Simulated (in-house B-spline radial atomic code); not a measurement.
Configurations of the krypton ion Kr⁴⁺, with energies counted from [Ar] 3d10 4s2 4p2. Method: Dirac-Hartree-Fock, average of configuration, Fermi nucleus of rms radius 4.1884 fm. Calculated with a B-spline radial code for spherical atoms. Energies include first-order Breit, QED and recoil terms.

Occupations are held fixed; configurations that lie above the ionisation limit could autoionise.

```tsv
configuration	E - E(ref) (eV)	highest orbital	its <r> (bohr)
[Ar] 3d10 4s2 4p1 7s1	49.906	7s1/2	8.162
[Ar] 3d10 4s2 4p1 6f1	52.671	6f5/2	9.14
[Ar] 3d10 4s2 4p1 7d1	53.239	7d5/2	10.5
[Ar] 3d10 4s2 4p1 8s1	53.648	8s1/2	11.59
[Ar] 3d10 4s2 4p1 7f1	55.3	7f5/2	12.96
[Ar] 3d10 4s1 4p2 8f1	73.294	8f5/2	17.33
[Ar] 3d9 4s2 4p2 5s1	117.74	5s1/2	3.021
[Ar] 3d9 4s2 4p2 8g1	147.13	8g7/2	17.12
```

Problem. Order these further configurations by energy, lowest first.
A. [Ar] 3d10 4s1 4p2 5f1
B. [Ar] 3d10 4s2 4p1 6s1
C. [Ar] 3d10 4s1 4p2 7g1
D. [Ar] 3d10 4s1 4p2 4f1
E. [Ar] 3d10 4s2 4p1 6d1

Solution. B (43.119 eV), E (49.189 eV), D (56.552 eV), A (64.551 eV), C (71.824 eV).

Problem. How far above the reference does [Ar] 3d9 4s2 4p2 5f1 lie?

Solution. 138.11 eV; its least bound orbital is 5f5/2 with <r> = 5.812 bohr.

Problem. How far above the reference does [Ar] 3d10 4s2 4p1 5d1 lie?

Solution. 41.658 eV; its least bound orbital is 5d5/2 with <r> = 4.382 bohr.

Problem. How far above the reference does [Ar] 3d9 4s2 4p2 7f1 lie?

Solution. 145.21 eV; its least bound orbital is 7f5/2 with <r> = 12.81 bohr.
